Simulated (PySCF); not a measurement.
C3H8Si. Atoms are numbered in the order given.

```xyz
12

Si     1.4720     0.5057    -0.0972
C      0.1232    -0.8273     0.0483
C     -1.1889    -0.2569     0.4974
C     -2.2598    -0.0598    -0.2786
H      2.7850    -0.1231    -0.4325
H      1.1127     1.4823    -1.1652
H      1.6087     1.2368     1.1972
H      0.4872    -1.5871     0.7626
H      0.0258    -1.3221    -0.9328
H     -1.2398     0.0505     1.5501
H     -2.2611    -0.3434    -1.3365
H     -3.1741     0.3911     0.1158
```

The structure is a stationary point at B3LYP-D3(BJ)/def2-SVP. The values are those of a single conformer.

These are PBE0/pcSseg-1 (PySCF) values and carry that method's errors.

GIAO shieldings, no solvent; atoms listed in one row are averaged. δ = σ(ref) − σ: ²⁹Si against TMS (σ = 352.7 ppm); ¹³C against TMS (σ = 186.3 ppm); ¹H against TMS (σ = 31.56 ppm), references at their B3LYP-D3(BJ)/def2-TZVP geometries, non-relativistic.

```csv
nucleus,atoms,count,δ (ppm)
²⁹Si,Si1,1,-63.0
¹³C,C3,1,146.0
¹³C,C4,1,124.1
¹³C,C2,1,20.6
¹H,H10,1,6.30
¹H,H11,1,5.63
¹H,H12,1,5.52
¹H,"H5, H6, H7",3,4.12
¹H,"H8, H9",2,1.99
```
